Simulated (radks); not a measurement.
The sulfur ion S5+, configuration [Ne] 3s1.

Method: scalar-relativistic Kohn-Sham, r2SCAN, spin-polarised, spherical densities, finite nucleus; open shells are filled with parallel spins first; meta-GGA in the generalised Kohn-Sham scheme; Fermi nuclear charge, rms radius 3.2611 fm; computed with a radial shooting solver on a logarithmic mesh with Libxc functionals.

Energy parts (eV):
total: -10675.528
kinetic: 10720.708
electron-nucleus: -24549.661
Hartree: 3796.634
exchange-correlation: -643.209

Orbitals (lengths in bohr, moments of r in powers of bohr; r(max) is where P^2 peaks; r(90%) holds 90 % of the orbital's charge):
orbital  occ.  eigenvalue (eV)   r(max)  r(90%)
1s up       1        -2502.986  0.06330   0.173
1s down     1        -2502.679  0.06331   0.173
2s up       1        -296.2826   0.3864   0.741
2s down     1        -295.9830   0.3867   0.742
2p up       3        -239.3065   0.3247   0.726
2p down     3        -238.8866   0.3248   0.725
3s up       1         -82.1762    1.278    2.07

The highest occupied level is 3s up at -82.176 eV. The spin density at the nucleus is 15.76 e/bohr^3 (1s 0.37, 2s 0.26, 3s 15.14). Spin moment in Bohr magnetons: 1. The density falls to 0.001 e/bohr^3 at r = 2.53 bohr. For comparison, the ionisation energy in NIST's Atomic Spectra Database is 88.053 eV (measured). In exact Kohn-Sham theory the highest level is minus the ionisation energy, but local and semilocal functionals leave it too shallow, through self-interaction and a potential that decays too fast; potentials with the right tail come closer.
